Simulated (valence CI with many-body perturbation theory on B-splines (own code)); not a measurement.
Forbidden lines of Ca¹⁵⁺

Method: relativistic CI+MBPT: three valence electrons over a frozen Dirac-Fock core [He], a basis of 11 s, 11 p, 10 d, 8 f, 5 g, 2 h functions for each j, with the one-electron correlation potential Σ1 (screened to all orders), the two-electron term Σ2, the three-electron term Σ3, Breit, model QED; selected single and double excitations, second order for the rest, scaled by the run's own slope (own B-spline code, finite nucleus).

No measured levels were compared; by estimate levels of excited configurations hold to 0.05 to 0.15 % of their energy, terms of the ground configuration to about 0.5 %.

Lines 1 to 10 of 10 in falling wavelength, among levels below 816.83 eV, chosen from the decays that carry over 1 % of a level's rate. Wavelengths and rates use the calculated energies, so an error of 500 cm⁻¹ moves a line at 22.19 Å by 0.011 % and its rate by three times that or more. Electric multipoles are in the length gauge, E1 and E2 with the static RPA response of the core. S is in atomic units (e²a₀⁴ for E2 and M2, e²a₀⁶ for E3), for M1 in squared Bohr magnetons. Weak lines are less certain than strong ones. Lines between different terms over intervals too small for the method are left out, as are lines whose strength nearly cancels.

Names give the largest LS component (configuration and term), which can be under half, so a name can repeat, a term be missing and a line seem to break the LS rules; names also repeat where a configuration has a term twice.

```json
{"λ vac (Å)": "2731", "Upper": "2s²2p ²P°_3/2", "Lower": "2s²2p ²P°_1/2", "Type": "M1", "A (s⁻¹)": "4.44e+02", "S (a.u.)": "1.34e+00"}
{"λ vac (Å)": "22.19", "Upper": "2s2p3p ⁴D_5/2", "Lower": "2s2p² ⁴P_5/2", "Type": "E2", "A (s⁻¹)": "3.27e+08", "S (a.u.)": "9.45e-03"}
{"λ vac (Å)": "22.09", "Upper": "2s2p3p ⁴D_7/2", "Lower": "2s2p² ⁴P_5/2", "Type": "E2", "A (s⁻¹)": "3.89e+08", "S (a.u.)": "1.46e-02"}
{"λ vac (Å)": "22.03", "Upper": "2s2p3p ⁴D_5/2", "Lower": "2s2p² ⁴P_1/2", "Type": "E2", "A (s⁻¹)": "3.01e+08", "S (a.u.)": "8.37e-03"}
{"λ vac (Å)": "22.00", "Upper": "2s2p3p ⁴D_7/2", "Lower": "2s2p² ⁴P_3/2", "Type": "E2", "A (s⁻¹)": "2.65e+08", "S (a.u.)": "9.75e-03"}
{"λ vac (Å)": "20.08", "Upper": "2p²3d ²G_9/2", "Lower": "2s2p² ²D_5/2", "Type": "E2", "A (s⁻¹)": "1.70e+09", "S (a.u.)": "4.96e-02"}
{"λ vac (Å)": "19.73", "Upper": "2p²3d ⁴F_9/2", "Lower": "2s2p² ⁴P_5/2", "Type": "E2", "A (s⁻¹)": "1.91e+09", "S (a.u.)": "5.09e-02"}
{"λ vac (Å)": "19.73", "Upper": "2p²3d ⁴F_3/2", "Lower": "2s2p² ⁴P_1/2", "Type": "E2", "A (s⁻¹)": "1.64e+09", "S (a.u.)": "1.75e-02"}
{"λ vac (Å)": "19.71", "Upper": "2p²3d ⁴F_7/2", "Lower": "2s2p² ⁴P_3/2", "Type": "E2", "A (s⁻¹)": "1.62e+09", "S (a.u.)": "3.45e-02"}
{"λ vac (Å)": "19.69", "Upper": "2p²3d ⁴D_7/2", "Lower": "2s2p² ⁴P_5/2", "Type": "E2", "A (s⁻¹)": "1.17e+09", "S (a.u.)": "2.46e-02"}
```
